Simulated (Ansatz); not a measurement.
`CCB(O)Br` + H–F → `CCB(F)Br` + H₂O at 600 K and 1 bar (ligand exchange at a B–O bond).

Isolated molecules relaxed with PBE0-D4/def2-TZVP in Ansatz; ΔE leaves out vibrations. CCSD(T)/CBS adds triple-zeta CCSD(T) − MP2 to the extrapolated MP2 energy (def2 sets, frozen cores). This one scheme is used for every species. For Br outer-core shells are correlated without core-valence functions, which leaves a few kJ/mol of doubt a bond. Scalar relativity is left out up to krypton. One conformer a species, not always the lowest.

```csv
species,CCSD(T)/CBS energy (Eh),H − E (kJ/mol),S (J/(mol·K))
`CCB(O)Br`,-2753.11054,283.2,439.7
H–F,-100.39570,42.3,194.0
`CCB(F)Br`,-2777.13014,246.9,429.6
H₂O,-76.37941,76.8,212.8
```

H − E and S are ideal-gas, rigid-rotor, harmonic terms from PBE0-D4/def2-TZVP, for one conformer and one mirror image of each species. 1 Eh = 2625.50 kJ/mol, R = 8.31446 J/(mol·K).

Question: By hand: ΔE, ΔH, ΔS and ΔG.

Answer: ΔE = (-2777.13014) + (-76.37941) − (-2753.11054) − (-100.39570) = -0.00331 Eh = -8.7 kJ/mol. Δ(H − E) = 246.9 + 76.8 − 283.2 − 42.3 = -1.8, so ΔH = -10.5 kJ/mol. ΔS = 429.6 + 212.8 − 439.7 − 194.0 = 8.7 J/(mol·K). ΔG = -10.5 − 600 × (8.7)/1000 = -15.7 kJ/mol.

Question: By hand: the equilibrium constant, and the temperature at which ΔG would vanish if ΔH and ΔS stayed fixed.

Answer: log₁₀ K = −ΔG/(RT ln 10) = 1.4. ΔH and −TΔS have one sign here, so there is no such temperature.

TΔS isn't small against ΔH here. A doubt of 5 kJ/mol in ΔE shifts log₁₀ K by 0.4 here. Other conformers and mirror images would add mixing entropy, several J/(mol·K) or more a flexible species. Modes under 60 cm⁻¹, often nearly free rotors, make the harmonic entropy too high. These are equilibria of isolated gas molecules and say nothing of rates. Largest T1 diagnostic: 0.010 (customary marks: 0.02 for closed shells, 0.045 for open ones).

ΔS is within the doubt of such terms, so its sign, and with it that verdict, could turn.
